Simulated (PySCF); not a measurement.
# Energy of Ta- (tantalum, charge -1) between two integer charges

The 5d alpha orbital of [Xe] 4f14 5d4 6s2 is emptied in steps (occupation f), with all orbitals relaxed, ending at [Xe] 4f14 5d3 6s2. Computed with PySCF 2.14 in aug-cc-pVTZ-PP with ECP60MDF, with scalar relativity through the core potential. The exact energy is a straight line in f; departures are measured from the line between the end points of the same method.

```
  f  PBE (eV)
  1     0.000
0.9    -0.240
0.7    -0.586
0.5    -0.723
0.3    -0.625
0.1    -0.274
  0     0.000
```

```json
{"method": "PBE", "E(f=0) − E(f=1) (eV)": "0.716", "−ε at f=1 (eV)": "-1.891", "−ε at f=0.5 (eV)": "0.601"}
```

Orbital energy along the path (eV):

```tsv
f	PBE
1	1.891
0.9	1.479
0.7	0.515
0.5	-0.601
0.3	-1.825
0.1	-3.123
0	-3.783
```

At f = 1 the orbital energy is positive for PBE: only the finite basis holds the electron.

Reference removal energy between the ground levels: 0.329 eV (measured; photodetachment measurements, as compiled on the Wikipedia data page of electron affinities). The calculation has no spin-orbit coupling. The determinant left behind need not be the lowest term of the ion.
